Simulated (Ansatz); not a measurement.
Consider the substitution at a C–N bond: `CNNC` + `[NH]=[V]([NH2])([NH2])[NH2]` → `C[N]=[V]([NH2])([NH2])[NH2]` + `CNN`.

Program: Ansatz. Geometries: PBE0-D4/def2-TZVP. ΔE: electronic, gas phase. CBS: MP2 limit from def2 TZ/QZ plus the TZ coupled-cluster correction, frozen cores. Functionals use def2-TZVPP. For V outer-core shells are correlated without core-valence functions, which leaves a few kJ/mol of doubt a bond. Scalar relativity is left out up to krypton. Each species was taken in one conformer, which may not be the lowest.

`CNNC`:

```xyz
12

C     0.594   -1.045    0.846
N     1.148   -0.075   -0.076
N     0.337    1.021   -0.416
C    -1.059    0.749   -0.692
H    -0.327   -1.543    0.510
H     1.348   -1.814    1.024
H     0.386   -0.560    1.804
H     1.444   -0.519   -0.936
H     0.434    1.715    0.314
H    -1.625    0.299    0.136
H    -1.136    0.082   -1.556
H    -1.542    1.691   -0.960
```

`[NH]=[V]([NH2])([NH2])[NH2]`:

Z-matrix (Å, degrees):
```
V
N 1 1.835
N 1 1.861 2 105.5
N 1 1.624 2 106.3 3 -124.4
N 1 1.835 2 117.2 3 117.0
H 2 1.007 1 125.9 3 131.6
H 2 1.011 1 121.7 3 -61.6
H 3 1.011 1 121.1 2 -45.1
H 3 1.011 1 121.0 2 168.8
H 4 1.012 1 155.7 2 117.2
H 5 1.007 1 125.8 2 111.7
H 5 1.011 1 121.7 2 -54.7
```

`C[N]=[V]([NH2])([NH2])[NH2]`:

Cartesian coordinates in Å:
```
C 1.772 0.225 1.644
N 0.741 0.094 0.688
V -0.437 -0.056 -0.405
N 0.007 0.977 -1.876
N -2.013 0.538 0.362
N -0.566 -1.842 -0.872
H 1.359 0.423 2.641
H 2.372 -0.691 1.702
H 2.443 1.053 1.385
H 0.917 1.362 -2.072
H -0.707 1.490 -2.375
H -2.886 0.065 0.169
H -2.089 1.082 1.207
H -0.757 -2.108 -1.829
H -0.158 -2.614 -0.368
```

`CNN`:

Z-matrix (Å, degrees):
```
C
N 1 1.445
H 1 1.093 2 108.8
H 1 1.102 2 114.0 3 121.0
H 1 1.091 2 109.0 3 -118.4
N 2 1.412 1 110.6 3 -178.7
H 2 1.015 1 109.7 3 -55.4
H 6 1.017 2 112.5 1 83.6
H 6 1.011 2 108.7 1 -156.0
```

```
                      species  B97M-V energy (Eh)
                       `CNNC`          -190.53377
`[NH]=[V]([NH2])([NH2])[NH2]`         -1167.14183
`C[N]=[V]([NH2])([NH2])[NH2]`         -1206.47002
                        `CNN`          -151.21407
```

Work out ΔE.

ΔE = (-1206.47002) + (-151.21407) − (-190.53377) − (-1167.14183) = -0.00849 Eh = -22.3 kJ/mol. CCSD(T)/CBS gives -24.2 kJ/mol.

What do rigid-rotor, harmonic-oscillator terms from PBE0-D4/def2-TZVP frequencies (298.15 K, 1 bar) make of the CCSD(T)/CBS value? (Best estimate.)

The calculation gave: ΔZPE = -0.5 kJ/mol, ΔH = -22.4 kJ/mol, ΔS = 16 J/(mol·K), ΔG = -27.2 kJ/mol.

Largest T1 diagnostic among the species: 0.032, so the coupled-cluster value is less sure than usual.

From BLYP to BHLYP (50 % exact exchange), in def2-TZVPP and without D4, ΔE moves by +5.0 kJ/mol. In def2-TZVPP, CCSD(T) changes the Hartree–Fock value by −4.8 kJ/mol (the triples alone add −1.6 kJ/mol) and MP2 by −30.2 kJ/mol.
